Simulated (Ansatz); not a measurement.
Ansatz (a first-principles code) input (RI-MP2/aug-cc-pVQZ):
A basis named .json is the Basis Set Exchange file of that set.

Ansatz 0.2 input:
```yaml
crystal:
  periodic: [false, false, false]
  atoms:
    - {symbol: C, position_ang: [1.82989547, 0.06063765, -0.70269423]}
    - {symbol: Ge, position_ang: [-0.00052471, -0.00123045, 0.00083824]}
    - {symbol: C, position_ang: [-1.14278144, -1.08739657, -1.18742361]}
    - {symbol: C, position_ang: [-0.76816566, 1.79187868, 0.21228715]}
    - {symbol: N, position_ang: [0.13760924, -0.70331520, 1.72148352]}
    - {symbol: H, position_ang: [2.46181028, 0.65974518, -0.04747282]}
    - {symbol: H, position_ang: [2.24994317, -0.94414927, -0.76621673]}
    - {symbol: H, position_ang: [1.84207466, 0.49921653, -1.70118112]}
    - {symbol: H, position_ang: [-1.19655416, -0.64219734, -2.18247336]}
    - {symbol: H, position_ang: [-0.74121968, -2.09704554, -1.28303858]}
    - {symbol: H, position_ang: [-2.15445784, -1.15532179, -0.78532642]}
    - {symbol: H, position_ang: [-1.76638627, 1.73216739, 0.64824830]}
    - {symbol: H, position_ang: [-0.84727603, 2.29128916, -0.75404952]}
    - {symbol: H, position_ang: [-0.13872434, 2.39263444, 0.86837966]}
    - {symbol: H, position_ang: [-0.73841627, -0.74661994, 2.22668257]}
    - {symbol: H, position_ang: [0.56904234, -1.61785655, 1.76622371]}
basis:
  gaussian:
    orbitals: aug-cc-pVQZ
    fitting: {mean_field: def2-universal-jkfit, correlation: aug-cc-pVQZ-RIFIT.json}
magnetization: {spin_polarized: false}
correlation: {method: mp2, electrons: outside_noble_gas}
```

End of the output:

```
integrals: 3.97 GiB planned
766 factors; integrals over basis functions are off by at most 3.9e0 eV
3.31 GiB of device memory are held for the factors and their scratch space
mean field: 7.67 GiB planned
mean field evaluation 1: about -61218.7136 eV, gradient 5.3e1 eV
mean field evaluation 2: about -61223.8105 eV, gradient 2.5e1 eV
mean field evaluation 4: about -61225.1326 eV, gradient 1.7e0 eV
mean field evaluation 8: about -61225.1414 eV, gradient 1.1e-6 eV
mean field -61225.14135546 eV, -2249.9824449219 hartree, gradient 1.1e-6 eV, S^2 0.000000; 0 other end points of the search recorded, 0 dependent functions left out
18 core orbitals not correlated
1814 factors; their error is unknown
reference -61225.14135546 eV, -2249.9824449219 hartree; 16, 16 occupied and 885, 885 virtual orbitals, 1814 factors
second order -25.69017136 eV of doubles, -0.00000000 eV of singles
Total energy: -61250.83152683 eV, -2250.9265413061 hartree
```
